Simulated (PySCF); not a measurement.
This script is equivalent to a calculation on As (arsenic, neutral).

```python
from pyscf import gto, scf, dft, mp, cc
import basis_set_exchange as bse
mol = gto.M(atom="As 0 0 0", charge=0, spin=3, symmetry="D2h",
            basis=gto.basis.parse(bse.get_basis("cc-pVTZ-DK", elements=["As"], fmt="nwchem", header=False)),
            nucmod="G")
mf = dft.UKS(mol, xc="PBE").sfx2c1e()
mf.irrep_nelec = {'Ag': (6, 6), 'B1g': (1, 1), 'B2g': (1, 1), 'B3g': (1, 1), 'B1u': (3, 2), 'B2u': (3, 2), 'B3u': (3, 2)}
mf.kernel()
```

Task: What total energy does it give?

Result: -2260.400 hartree (calculated).

Task: Which occupied shell lies highest, and where?

Result: 4p α, at -5.885 eV.

Task: What is ⟨S²⟩, and what would a pure spin state give?

Result: 3.751, against 3.75.
